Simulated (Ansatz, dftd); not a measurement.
System: CH3Se2, charge 0, doublet. CH3Se2 (SMILES [Se]([Se])C, doublet).
B3LYP-D3(BJ)/def2-TZVP minimum from Ansatz (a first-principles code):
```xyz
6

Se     1.1726     0.4092     0.4878
Se    -0.6656    -0.1518    -0.6899
C     -1.8461    -0.9275     0.6865
H     -2.7667    -1.2261     0.1870
H     -2.0457    -0.1719     1.4406
H     -1.3506    -1.7884     1.1258
```
Charge 0, spin multiplicity 2.

Quantity: atomisation energy (electronic, to ground-state atoms), in kJ/mol. Open shells are spin-unrestricted; no spin-orbit coupling. Correlated methods leave the cores frozen (noble-gas shells, and filled d and f shells in the p block). No relativity. CBS(X,Y): correlation extrapolated as X^-3, Hartree-Fock from the larger set. A bracket is a step between two methods taken in the basis named. Double hybrids freeze cores in their MP2 part. For partners of very few electrons the exact lower level stands in for a higher one.

| level | program | atomisation energy (kJ/mol) | difference against the last row |
|---|---|---|---|
| PBE-D3(BJ)/def2-TZVPD | Ansatz + dftd3 | 1907.5 | 71.1 |
| B3LYP-D4/def2-TZVPD | Ansatz + dftd4 | 1850.3 | 13.9 |
| PBE0-D4/def2-TZVPD | Ansatz + dftd4 | 1858.1 | 21.7 |
| CAM-B3LYP-D3(BJ)/def2-TZVPD | Ansatz + dftd3 | 1833.4 | -3.0 |
| CAM-B3LYP/def2-TZVPD | Ansatz | 1821.5 | -14.9 |
| B2PLYP/def2-TZVPD | Ansatz | 1808.5 | -27.9 |
| B2GP-PLYP/def2-TZVPD | Ansatz | 1797.6 | -38.8 |
| CCSD/cc-pVDZ | Ansatz | 1628.6 | -207.8 |
| CCSD/cc-pVQZ | Ansatz | 1767.0 | -69.4 |
| CCSD/CBS(cc-pVTZ,cc-pVQZ) | Ansatz | 1789.8 | -46.6 |
| CCSD(T)/cc-pVDZ | Ansatz | 1655.0 | -181.4 |
| CCSDT(Q)/cc-pVDZ | Ansatz | 1658.4 | -178.0 |
| CCSD(T)/CBS(cc-pVTZ,cc-pVQZ) + [CCSDT(Q) - CCSD(T)]/cc-pVDZ | Ansatz | 1836.4 | 0.0 |
